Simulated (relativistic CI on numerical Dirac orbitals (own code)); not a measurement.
# V²⁺ in a cubic cluster: 2p photoemission with charge transfer

Computed with a charge-transfer multiplet model of a cubic metal-ligand cluster with up to one ligand hole, Slater and spin-orbit integrals from Dirac-Coulomb-Breit ions, Slater integrals scaled by 0.7. The parameters are those of a tetrahedral site (10Dq negative, t2 hopping the larger). The ground state mixes d3 with configurations of k ligand holes L, whose averages lie at kΔ + k(k − 1)U_dd/2; a core hole lowers each added d electron by U_cd. 300 K, Lorentzian 0.6 eV and Gaussian 0.8 eV FWHM.

Atomic integrals in eV (Slater integrals scaled, ζ unscaled), ground: F2dd 6.242, F4dd 3.880, zeta_d 0.019; with the core hole: F2dd 7.631, F4dd 4.784, zeta_d 0.036, zeta_core 4.610, F2cd 4.267, G1cd 3.142, G3cd 1.783.

Cluster parameters (eV): Δ = 5.4, U_dd = 5.6, 10Dq = -0.25, 10Dq(ligand) = 0, V(eg) = 1.25, V(t2g) = -2.12, final-state hopping factor = 1.

```json
{"Case": "U_cd = 4.9 eV", "n_d": "3.26", "d3": "0.74", "d4L": "0.26", "S": "1.50"}
{"Case": "U_cd = 6.7 eV", "n_d": "3.26", "d3": "0.74", "d4L": "0.26", "S": "1.50"}
{"Case": "U_cd = 8.5 eV", "n_d": "3.26", "d3": "0.74", "d4L": "0.26", "S": "1.50"}
```

Weights, n_d and S are thermal averages at 300 K. Binding energies count from the first peak over 30 % of the highest in each spectrum, which can be another peak from case to case. The parameters are a model scan and need not match a compound or its usual spin state. Peaks in eV (height, largest 100):
- U_cd = 4.9 eV: 0.0 (100), 7.5 (44)
- U_cd = 6.7 eV: 0.0 (100), 7.7 (48), 10.1 (17)
- U_cd = 8.5 eV: 0.0 (100), 7.8 (51), 10.8 (25), 18.4 (9)

For the case U_cd = 6.7 eV, Δ = 5.4 eV is smaller than U_dd = 5.6 eV, the charge-transfer side of the Zaanen-Sawatzky-Allen scheme. With the core hole the configuration with one ligand hole lies at Δ − U_cd = 0.5, -1.3, -3.1 eV from the one without, in the order of the table; where this is negative the screened configuration lies lower, though the effective hopping of about 4.9 eV (from the holes of the mixed ground state) mixes the two strongly wherever it is as large as the gap.

With at most 1 ligand hole the space is cut while the next configuration still counts, so covalency is underestimated, and a final configuration with one more ligand hole, which can lie low, is missing from the spectra.
